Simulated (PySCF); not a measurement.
silane (H4Si), singlet, at a GFN2-xTB geometry; B3LYP/6-31G (PySCF).

PySCF was given this input:
```python
from pyscf import gto, scf, dft

mol = gto.Mole()
mol.atom = '''
    Si   -0.000000    0.000000   -0.000000
    H     0.856871    0.832074    0.840902
    H    -0.856856   -0.827130    0.845780
    H    -0.829613    0.854388   -0.845845
    H     0.829598   -0.859332   -0.840837
'''
mol.basis = '6-31g'
mol.charge = 0
mol.spin = 0
mol.verbose = 4
mol.build()

mf = dft.RKS(mol)
mf.xc = 'b3lyp'
mf.kernel()
```

Output, abridged:

```
PySCF version 2.14.0

[INPUT] verbose = 4
[INPUT] num. atoms = 5
[INPUT] num. electrons = 18
[INPUT] charge = 0
[INPUT] spin (= nelec alpha-beta = 2S) = 0
[INPUT] symmetry False subgroup None
[INPUT] Mole.unit = angstrom
[INPUT] Symbol           X                Y                Z      unit          X                Y                Z       unit  Magmom
[INPUT]  1 Si     0.000000000000   0.000000000000   0.000000000000 AA    0.000000000000   0.000000000000   0.000000000000 Bohr   0.0
[INPUT]  2 H      0.856871000000   0.832074000000   0.840902000000 AA    1.619251514082   1.572391975371   1.589074477599 Bohr   0.0
[INPUT]  3 H     -0.856856000000  -0.827130000000   0.845780000000 AA   -1.619223168190  -1.563049169411   1.598292561635 Bohr   0.0
[INPUT]  4 H     -0.829613000000   0.854388000000  -0.845845000000 AA   -1.567741359379   1.614559324115  -1.598415393833 Bohr   0.0
[INPUT]  5 H      0.829598000000  -0.859332000000  -0.840837000000 AA    1.567713013487  -1.623902130075  -1.588951645401 Bohr   0.0

nuclear repulsion = 21.6183357719177
number of shells = 15
number of NR pGTOs = 62
number of NR cGTOs = 21
basis = 6-31g
ecp = {}

******** <class 'pyscf.dft.rks.RKS'> ********
method = RKS
initial guess = minao
damping factor = 0
level_shift factor = 0
DIIS = <class 'pyscf.scf.diis.CDIIS'>
diis_start_cycle = 1
diis_space = 8
diis_damp = 0
SCF conv_tol = 1e-09
SCF conv_tol_grad = None
SCF max_cycles = 50
direct_scf = True
direct_scf_tol = 1e-13
XC library pyscf.dft.libxc version 7.1.2
    S. Lehtola, C. Steigemann, M. J. T. Oliveira, and M. A. L. Marques,  SoftwareX 7, 1–5 (2018)
XC functionals = b3lyp
    P. J. Stephens, F. J. Devlin, C. F. Chabalowski, and M. J. Frisch,  J. Phys. Chem. 98, 11623 (1994)
radial grids:
    Treutler-Ahlrichs [JCP 102, 346 (1995); DOI:10.1063/1.469408] (M4) radial grids

becke partition: Becke, JCP 88, 2547 (1988); DOI:10.1063/1.454033
pruning grids: <function nwchem_prune>
grids dens level: 3
symmetrized grids: False
atomic radii adjust function: <function treutler_atomic_radii_adjust>
small_rho_cutoff = 0
Set gradient conv threshold to 3.16228e-05
Initial guess from minao.
tot grids = 58416
init E= -291.62687143587
  HOMO = -0.371549468175114  LUMO = 0.034774516615006  gap/eV = 11.05664
cycle= 1 E= -291.84745735793  delta_E= -0.221  |g|= 0.0604  |ddm|= 1.62
  HOMO = -0.356791065944829  LUMO = 0.061502809703953  gap/eV = 11.38236
cycle= 2 E= -291.848489260997  delta_E= -0.00103  |g|= 0.0188  |ddm|= 0.0907
  HOMO = -0.356629686768364  LUMO = 0.0619633619969717  gap/eV = 11.39050
cycle= 3 E= -291.848618609796  delta_E= -0.000129  |g|= 0.00517  |ddm|= 0.0358
  HOMO = -0.358136579921769  LUMO = 0.0611230196252911  gap/eV = 11.40863
cycle= 4 E= -291.848630373782  delta_E= -1.18e-05  |g|= 0.000265  |ddm|= 0.0093
  HOMO = -0.357966648643836  LUMO = 0.0612374276607482  gap/eV = 11.40712
cycle= 5 E= -291.848630404628  delta_E= -3.08e-08  |g|= 9.47e-06  |ddm|= 0.000523
  HOMO = -0.357964117361139  LUMO = 0.0612394837467202  gap/eV = 11.40711
cycle= 6 E= -291.848630404676  delta_E= -4.79e-11  |g|= 6.81e-07  |ddm|= 2.17e-05
  HOMO = -0.357964122262776  LUMO = 0.0612394978401255  gap/eV = 11.40711
Extra cycle  E= -291.848630404676  delta_E= -1.14e-13  |g|= 3.56e-07  |ddm|= 1.55e-06
converged SCF energy = -291.848630404676
```
